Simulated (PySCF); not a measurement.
## Vertical excitation energies

Species: Ga(NH3)Cl3.
SMILES: `[NH3]->[Ga]([Cl])([Cl])[Cl]`

Theory: TDDFT CAM-B3LYP/def2-SVPD, vertical, gas phase, core orbitals frozen in the response (PySCF 2.14.0, density-fitted response routines). Geometry: PBE0-D3(BJ)/def2-SVP; no solvent, vibrations or thermal averaging. Relativistic effects, spin–orbit coupling among them, are left out although an element past zinc is present.

| state | E (eV) | E (hartree) | f | \|μ\| (D) | main configurations (H = HOMO, L = LUMO) |
| --- | --- | --- | --- | --- | --- |
| S1 | 6.72 | 0.2469 | 0.0000 | 0.03 | H→L (68%), H→L+1 (26%) |
| S2 | 7.01 | 0.2576 | 0.047 | 1.33 | H-1→L (64%), H-1→L+1 (18%), H-3→L (8%) |
| S3 | 7.01 | 0.2578 | 0.041 | 1.25 | H-2→L (60%), H-2→L+1 (18%), H-4→L (10%) |
| S4 | 7.18 | 0.2637 | 0.080 | 1.71 | H-3→L (57%), H-3→L+1 (25%), H-1→L (9%) |
| S5 | 7.20 | 0.2645 | 0.090 | 1.81 | H-4→L (54%), H-4→L+1 (24%), H-2→L (12%) |
| S6 | 7.29 | 0.2677 | 0.154 | 2.36 | H-5→L (71%), H-5→L+1 (22%) |
| S7 | 7.65 | 0.2811 | 0.0000 | 0.01 | H→L+1 (67%), H→L (26%) |
| S8 | 7.97 | 0.2929 | 0.0003 | 0.10 | H-1→L+1 (63%), H-1→L (21%) |
| S9 | 7.99 | 0.2935 | 0.0004 | 0.12 | H-2→L+1 (63%), H-2→L (20%) |
| S10 | 8.07 | 0.2967 | 0.045 | 1.22 | H-5→L+1 (44%), H-5→L (15%), H-3→L+1 (12%) |
| S11 | 8.08 | 0.2968 | 0.013 | 0.64 | H-3→L+1 (48%), H-3→L (21%), H-5→L+1 (11%) |
| S12 | 8.09 | 0.2972 | 0.012 | 0.61 | H-4→L+1 (47%), H-4→L (21%), H-5→L+1 (13%) |
| S13 | 8.67 | 0.3185 | 0.086 | 1.62 | H-6→L (57%), H→L+4 (12%), H-6→L+1 (11%) |
| S14 | 8.67 | 0.3186 | 0.089 | 1.64 | H-7→L (55%), H→L+3 (14%), H-7→L+1 (11%) |

Triplets (Tamm–Dancoff): T1 6.40 eV, H→L (57%), H→L+1 (33%); T2 6.60 eV, H-1→L (53%), H-1→L+1 (36%); T3 6.61 eV, H-2→L (53%), H-2→L+1 (36%).

The lowest singlet comes at 185 nm (648 kJ/mol) in the vacuum ultraviolet; it is dark (f under 0.0005); its leading configuration is HOMO→LUMO (68%). The strongest level in the table is S13/S14 at 8.67 eV (143 nm, f = 0.175 summed). It is the last of those listed, so stronger ones may follow. S2/S3, S10/S11 and S13/S14 lie within about 0.01 eV of each other in each set. Löwdin shares by element: HOMO chlorine 100%; LUMO gallium 39%, hydrogen 18% or more, nitrogen 9% (atoms not listed hold the other 34%). The listed states span 1.95 eV, and the widest gap between neighbours is 0.58 eV (S12 to S13). Of the 14 states listed, 10 reach f = 0.01 and 4 stay under 0.0005. Orbital energies (eV): HOMO-3 -10.51, HOMO-2 -10.34, HOMO-1 -10.33, HOMO -10.07, LUMO -0.40, LUMO+1 0.61, LUMO+2 1.70. No computed singlet lies in the visible range (380 to 750 nm); the lowest, at 185 nm, stands 3.46 eV above its violet end (3.26 eV). Orbitals of the list HOMO-3 to LUMO+2 that lie within 0.01 eV of each other are written together with a slash and their weights summed (≥ marks a lower bound); for degenerate orbitals outside that list single weights are arbitrary. Singlets were solved by full linear response, triplets in the Tamm–Dancoff approximation. The highest level found (8.82 eV, f 0.0006 so far) is left out, since the window may have cut off a degenerate partner.
